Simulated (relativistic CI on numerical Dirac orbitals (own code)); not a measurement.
Level scheme of Kr14+

These numbers are calculated, not measured: Dirac-Coulomb-Breit CI, separate exchange-only KLI orbitals for each configuration, model QED, unscaled Slater integrals (own radial code, finite nucleus).

Configuration list (outside the closed core [Ne]): 3s2 3p6 3d4, 3s2 3p5 3d5, 3s 3p6 3d5, 3s2 3p6 3d3 4s, 3s2 3p6 3d3 4p, 3s2 3p6 3d3 4d, 3s2 3p6 3d3 4f, 3s2 3p5 3d4 4s, 3s2 3p6 3d2 4s 4p, 3s2 3p6 3d3 5s, 3s2 3p5 3d4 4p, 3s2 3p6 3d3 5p, 3s2 3p6 3d3 5d, 3s2 3p6 3d2 4p 4d, 3s2 3p6 3d3 5g, 3s 3p6 3d4 4s, 3s2 3p6 3d3 6s, 3s2 3p6 3d3 6d, 3s2 3p6 3d3 6g, 3p6 3d6, 3p5 3d7, 3s2 3p6 3d2 4s2, 3s2 3p6 3d 4s2 4p, 3s2 3p6 3d 4s2 4d, 3s2 3p6 3d 4s2 4f, 3s2 3p6 3d2 4p2, 3s2 3p6 3d 4s 4p2, 3s2 3p6 3d 4p3, 3s2 3p6 3d 4p2 4d, 3s2 3p6 3d 4p2 4f, 3s2 3p6 3d2 4s 4d, 3s2 3p6 3d 4s 4p 4d, 3s2 3p6 3d 4s 4d2, 3s2 3p6 3d 4s 4d 4f, 3s2 3p6 3d2 4d2, 3s2 3p6 3d 4p 4d2, 3s2 3p6 3d 4d3, 3s2 3p6 3d 4d2 4f, 3p6 3d5 4s, 3p5 3d6 4s, 3s 3p6 3d3 4s2, 3s 3p6 3d2 4s2 4p, 3s 3p6 3d2 4s2 4d, 3s 3p6 3d2 4s2 4f, 3p6 3d4 4s2, 3p5 3d5 4s2, 3p6 3d3 4s2 4p, 3p6 3d3 4s2 4d, 3p6 3d3 4s2 4f. Double excitations out of closed p, d and f shells are left out; levels of such configurations are missing from the list, as are those of other unlisted configurations, and high levels can miss mixing partners. These lack a partner that the ground configuration has and come out too high: 3s2 3p5 3d4 4p.

The lowest level is 3s2 3p6 3d4 5D_0, with 95 % of that term; Hund's rules for 3s2 3p6 3d4 give 5D with J = 0, in agreement.

| No. | Configuration | Term | J | E (cm⁻¹) | % | Next component (%) | Landé g | Lifetime (s) |
| --- | --- | --- | --- | --- | --- | --- | --- | --- |
| 1 | 3s2 3p6 3d4 | 5D | 0 | 0.0 | 95 | 5 3P |  |  |
| 2 | 3s2 3p6 3d4 | 5D | 1 | 2258.7 | 97 | 3 3P | 1.498 | 1.67e+00 |
| 3 | 3s2 3p6 3d4 | 5D | 2 | 5699.4 | 98 | 1 3P | 1.497 | 4.45e-01 |
| 4 | 3s2 3p6 3d4 | 5D | 3 | 9701.4 | 98 | 1 3F | 1.494 | 3.44e-01 |
| 5 | 3s2 3p6 3d4 | 5D | 4 | 13958.3 | 97 | 3 3F | 1.491 | 4.88e-01 |
| 6 | 3s2 3p6 3d4 | 3P | 0 | 54784.9 | 87 | 8 1S |  | 2.51e-03 |
| 7 | 3s2 3p6 3d4 | 3H | 4 | 59162.0 | 74 | 11 3G | 0.877 | 3.63e-02 |
| 8 | 3s2 3p6 3d4 | 3H | 5 | 64405.0 | 89 | 11 3G | 1.051 | 2.72e-01 |
| 9 | 3s2 3p6 3d4 | 3P | 1 | 65404.0 | 95 | 3 5D | 1.476 | 3.11e-03 |
| 10 | 3s2 3p6 3d4 | 3H | 6 | 67827.1 | 94 | 6 1I | 1.156 | 1.33e+00 |
| 11 | 3s2 3p6 3d4 | 3F | 3 | 68164.0 | 55 | 44 3G | 0.938 | 7.56e-03 |
| 12 | 3s2 3p6 3d4 | 3F | 2 | 69825.2 | 95 | 3 1D | 0.683 | 8.92e-03 |
| 13 | 3s2 3p6 3d4 | 3F | 4 | 71977.4 | 61 | 20 3H | 1.129 | 5.22e-03 |
| 14 | 3s2 3p6 3d4 | 3P | 2 | 78113.2 | 89 | 10 3D | 1.463 | 6.01e-03 |
| 15 | 3s2 3p6 3d4 | 3G | 3 | 80421.9 | 54 | 45 3F | 0.901 | 9.22e-03 |
| 16 | 3s2 3p6 3d4 | 3G | 4 | 80595.5 | 66 | 17 1G | 1.073 | 1.94e-02 |
| 17 | 3s2 3p6 3d4 | 3G | 5 | 84617.6 | 88 | 11 3H | 1.180 | 2.07e-02 |
| 18 | 3s2 3p6 3d4 | 3D | 3 | 94492.2 | 95 | 2 1F | 1.321 | 6.16e-03 |
| 19 | 3s2 3p6 3d4 | 3D | 2 | 96374.9 | 80 | 9 3P | 1.171 | 5.09e-03 |
| 20 | 3s2 3p6 3d4 | 1I | 6 | 96560.1 | 94 | 6 3H | 1.008 | 1.30e-02 |
| 21 | 3s2 3p6 3d4 | 3D | 1 | 98752.6 | 97 | 2 3P | 0.524 | 4.45e-03 |
| 22 | 3s2 3p6 3d4 | 1G | 4 | 102788.5 | 75 | 13 3F | 1.024 | 3.72e-03 |
| 23 | 3s2 3p6 3d4 | 1S | 0 | 109718.1 | 91 | 9 3P |  | 2.75e-03 |
| 24 | 3s2 3p6 3d4 | 1D | 2 | 122451.1 | 85 | 7 3D | 1.017 | 3.19e-03 |
| 25 | 3s2 3p6 3d4 | 1F | 3 | 133616.2 | 90 | 6 3F | 1.010 | 5.48e-03 |
| 26 | 3s2 3p6 3d4 | 3P | 2 | 154273.4 | 96 | 2 1D | 1.478 | 3.87e-03 |
| 27 | 3s2 3p6 3d4 | 3F | 4 | 157406.8 | 96 | 4 1G | 1.239 | 2.88e-03 |
| 28 | 3s2 3p6 3d4 | 3F | 2 | 159308.2 | 96 | 2 1D | 0.681 | 2.81e-03 |
| 29 | 3s2 3p6 3d4 | 3F | 3 | 160770.2 | 92 | 7 1F | 1.077 | 4.47e-03 |
| 30 | 3s2 3p6 3d4 | 3P | 1 | 164222.8 | 99 |  | 1.497 | 2.72e-03 |

Energies count from the lowest computed level; lifetimes are radiative, by E1, M1, E2, M2, E3 decay to levels of this space only.

The mean weight of the leading LS term, summed over parents, in these 30 levels is 87 %, and that of the leading jj configuration (from the same eigenvectors) 60 %, so LS coupling describes them better.

At this charge energies of transitions that change n are usually good to better than 1 %, and those within a shell (Δn = 0) to a few per cent. Terms inside the open d or f shell come out 10 to 20 % too wide with unscaled integrals.

Landé's interval rule says that E(J) − E(J−1) = AJ with one A. For the ground term the intervals give A = 2258.7, 1720.4, 1334.0, 1064.2 cm⁻¹ for J = 1, 2, 3, 4; the multiplet is regular.

LS names give the leading component of a level, which can be under half, so a name can repeat, a term be missing and a line seem to break the LS rules.
